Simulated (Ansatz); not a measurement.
The same path of B₂F₂H₈Si₃ (15 atoms, charge 0, multiplicity 1) was run twice with different band settings. The coordinate that changes most is the dihedral F1–B2–Si4–B5.

Level of theory: RHF/STO-3G (Ansatz).

Relaxed end points:

```xyz
15
Properties=species:S:1:pos:R:3
F 1.816 -2.714 1.865
B 0.739 -2.292 1.253
F 0.187 -3.152 0.433
Si -0.010 -0.472 1.540
B -0.157 0.480 -0.175
Si 1.399 1.419 -0.934
Si -1.885 0.499 -1.122
H -1.280 -0.611 2.174
H 0.831 0.235 2.447
H 1.207 2.823 -0.789
H 1.546 1.141 -2.323
H 2.625 1.080 -0.294
H -2.805 1.310 -0.397
H -2.434 -0.813 -1.203
H -1.801 1.017 -2.446
```

```xyz
15
Properties=species:S:1:pos:R:3
F 0.120 -3.173 0.458
B 0.726 -2.307 1.234
F 1.836 -2.729 1.786
Si 0.006 -0.480 1.541
B -0.152 0.480 -0.168
Si 1.392 1.441 -0.926
Si -1.879 0.490 -1.114
H -1.258 -0.605 2.188
H 0.867 0.211 2.442
H 1.161 2.844 -0.826
H 1.567 1.126 -2.304
H 2.617 1.154 -0.259
H -2.769 1.375 -0.437
H -2.475 -0.804 -1.118
H -1.782 0.927 -2.466
```

Common settings: movable images 9; climbing image yes; spring 5.0 eV/Å²; optimiser quadratic models (default); start path through a guess of the saddle point; iteration limit 60; end points relaxed.

| run | force threshold |
| --- | --- |
| 1 | 0.05 eV/Å |
| 2 | 0.5 eV/Å |

**Question.** What does each run give, and how far can it be trusted?

**Answer.** Run 1: converged after 26 iterations, highest image 0.000 eV above the first end. The highest image is an end point: on this band no image between the ends rises above it.
Run 2: converged after 7 iterations, highest image 0.013 eV above the first end. The threshold of 0.5 eV/Å is loose, so the images may lie well off the minimum-energy path. The order of the stationary point at the top wasn't checked.
Limits of this set-up: minimal basis.
